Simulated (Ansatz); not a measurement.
Molecule: C$_{5}$H$_{11}$O, charge 0, multiplicity 2. It need not be the lowest isomer of its formula. 
Geometry from a B3LYP-D3(BJ)/def2-TZVP (Ansatz, an electronic-structure program) optimisation:
SMILES: CC(C)[CH]CO
```xyz
17

C     -1.9829     0.9812     0.6883
C     -0.9020    -0.0914     0.5436
C     -1.4911    -1.3758    -0.0777
C      0.2670     0.4121    -0.2321
C      1.5491    -0.3229    -0.2810
O      2.6039     0.5872    -0.5956
H     -2.3727     1.2672    -0.2920
H     -1.5857     1.8779     1.1663
H     -2.8197     0.6166     1.2870
H     -0.5495    -0.3618     1.5491
H     -2.3216    -1.7492     0.5260
H     -1.8641    -1.1767    -1.0850
H     -0.7423    -2.1666    -0.1458
H      0.1464     1.2415    -0.9194
H      1.7328    -0.8213     0.6831
H      1.5110    -1.1225    -1.0431
H      3.3935     0.0785    -0.8068
```
Charge 0, spin multiplicity 2.

Parts of the frozen-core correlation energy in cc-pVTZ (Ansatz, hartree). Frozen orbitals: 6; correlated occupied orbitals by spin: 19 and 18; virtual: 309 and 310. Open shells are spin-unrestricted. No spin-orbit coupling. Non-relativistic.

```
term                            value
-------------------------  ----------
reference (HF)             -270.65377
MP2 opposite-spin            -0.83673
MP2 same-spin                       ?
CCSD correlation                    ?
(T)                                 ?
T1 diagnostic                   0.011
largest doubles amplitude       0.012
<S^2> of the reference          0.764
```

### Question
Some entries are withheld; supply them.

### Answer

- MP2 same-spin, value: -0.25051
- CCSD correlation, value: -1.14729
- (T), value: -0.04403
